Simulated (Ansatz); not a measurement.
Isolated molecules relaxed with PBE0-D4/def2-TZVP in Ansatz; ΔE leaves out vibrations. CCSD(T)/CBS is the MP2 limit (def2-TZVPP, def2-QZVPP) plus CCSD(T) − MP2 in def2-TZVPP, frozen cores. This one scheme is used for every species, atoms too. Functionals use def2-TZVPP. No spin–orbit coupling; open shells (•) take unrestricted orbitals. Spin–orbit coupling would lower the free atoms: a little for C, F, Si. Each species was taken in one conformer, which may not be the lowest.

Consider the atomization: `NC/C(F)=N/[SiH3]` → 2 C• + F• + 7 H• + 2 N• + Si•.

(1) What is ΔE at CCSD(T)/CBS? (Estimate.)

(2) What do these levels give: PBE-D4, r2SCAN-D4, B2PLYP, r2SCAN, PBE0, CCSD/def2-TZVPP? (Best estimate.)

Largest T1 diagnostic among the species: 0.013.

Results:

(1) The calculation gave: +1146.8 kcal/mol.

(2) Computed: PBE-D4 1180.1, r2SCAN-D4 1148.2, B2PLYP 1138.1, r2SCAN 1146.6, PBE0 1146.3, CCSD/def2-TZVPP 1093.1 kcal/mol.

The D4 term adds +9.7 kcal/mol with B3LYP and +5.1 kcal/mol with PBE0; it sums over pairs of atoms, weighted by their polarisabilities, and B3LYP, whose exchange is more repulsive, gets the larger term. From PBE to PBE0 (25 % exact exchange), in def2-TZVPP and without D4, ΔE moves by −27.7 kcal/mol: exact exchange takes away binding that semilocal exchange gives to molecules.

B3LYP here is the variant with VWN-RPA as its local correlation; programs differ in this.

For atomizations the MP2-based limit and the directly extrapolated one differ by several kJ/mol either way, and by 10 to 25 for some Ge, Se and Sn compounds, so smaller differences from it don't rank the levels.
